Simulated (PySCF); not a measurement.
**Fractional electron number in Ge⁻ (germanium, charge -1)**

The 4p alpha orbital of [Ar] 3d10 4s2 4p3 is emptied in steps (occupation f), with all orbitals relaxed, ending at [Ar] 3d10 4s2 4p2. All numbers are calculated (PySCF 2.14, the spin-free X2C one-electron Hamiltonian (Gaussian nucleus), in aug-cc-pVTZ-DK). The exact energy is a straight line in f; departures are measured from the line between the end points of the same method.

Task: Among UHF, LDA, PBE, PBE0, r2SCAN, LC-wPBE, BHandHLYP, wB97X, B3LYP, M06-2X, which shows the largest delocalisation error (convex curve), and which is closest to linear?

Result: Most convex: LDA (-0.705 eV at f = 0.5); closest to linear: wB97X (0.026 eV).

```csv
f,UHF (eV),LDA (eV),PBE (eV),PBE0 (eV),r2SCAN (eV),LC-wPBE (eV),BHandHLYP (eV),wB97X (eV),B3LYP (eV),M06-2X (eV)
1,0.000,0.000,0.000,0.000,0.000,0.000,0.000,0.000,0.000,0.000
0.75,0.127,-0.511,-0.497,-0.346,-0.472,0.061,-0.199,0.027,-0.381,-0.194
0.5,0.153,-0.705,-0.681,-0.471,-0.638,0.078,-0.274,0.026,-0.523,-0.243
0.25,0.105,-0.544,-0.522,-0.359,-0.483,0.057,-0.211,0.013,-0.401,-0.174
0,0.000,0.000,0.000,0.000,0.000,0.000,0.000,0.000,0.000,0.000
```

```
   method  E(f=0) − E(f=1) (eV)  −ε at f=1 (eV)  −ε at f=0.5 (eV)
      UHF                 0.838           1.593             0.782
      LDA                 1.538          -1.079             1.450
      PBE                 1.407          -1.155             1.338
     PBE0                 1.375          -0.423             1.340
   r2SCAN                 1.490          -0.971             1.464
  LC-wPBE                 1.319           1.673             1.308
BHandHLYP                 1.116           0.102             1.083
    wB97X                 1.045           1.234             1.009
    B3LYP                 1.301          -0.662             1.246
   M06-2X                 1.206           0.153             1.283
```

At f = 1 the orbital energy is positive for LDA, PBE, PBE0, r2SCAN, B3LYP: only the finite basis holds the electron.

Reference removal energy between the ground levels: 1.233 eV (measured; photodetachment measurements, as compiled on the Wikipedia data page of electron affinities). The calculation has no spin-orbit coupling. UHF lacks correlation.
